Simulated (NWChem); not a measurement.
A calculation on silylphosphine (H5PSi)

```xyz
7

Si    -1.0750     0.0955     0.2241
P      1.1290    -0.0772    -0.3490
H     -1.8516    -0.8869    -0.6096
H     -1.5361     1.4869    -0.1148
H     -1.3593    -0.1700     1.6789
H      1.2981    -1.3190     0.3647
H      1.5638     0.7099     0.7785
```
Charge 0, spin multiplicity 1.

Program: NWChem. All single points use one geometry, from PBE/def2-SVP, a minimum by its harmonic frequencies.

Symmetry labels belong to the abelian group C1 used in the runs, with the axes of the coordinates shown; states degenerate in a higher group split over its labels.

Problem. List the lowest 3 singlet excitations that TD-PBE/aug-cc-pVDZ gives, with oscillator strengths.

Solution. 
```tsv
state	symmetry	energy (eV)	wavelength (nm)	f
1	a	5.78	214	0.034
2	a	6.13	202	0.152
3	a	6.36	195	0.014
```
